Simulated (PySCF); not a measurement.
## Radial density of Tm⁵⁰⁺ (thulium, charge +50)

UHF, [Ar] 3d1, 2D determinant. Calculation: PySCF 2.14, in an even-tempered Gaussian basis (17 s from 11 bohr⁻², ratio 2.5; 12 p from 15 bohr⁻², ratio 2.5; 7 d from 15 bohr⁻², ratio 2.5; 4 f from 51 bohr⁻², ratio 2.7; 3 g from 77 bohr⁻², ratio 2.7); scalar relativity by spin-free X2C-1e.

```csv
r (bohr),4πr²ρ (e/bohr),4πr²(ρα − ρβ)
0.0162,92.23,0.0024
0.0273,81.76,0.0393
0.0459,108.5,0.3813
0.0772,97.23,2.2087
0.130,48.58,5.7505
0.218,49.78,3.9927
0.367,4.646,0.2926
0.618,0.01413,0.0011
```

Densities and radii are taken from the X2C orbitals without a picture-change correction, which distorts them close to the nucleus.

Spin-orbit coupling, absent here, splits the open shell strongly.
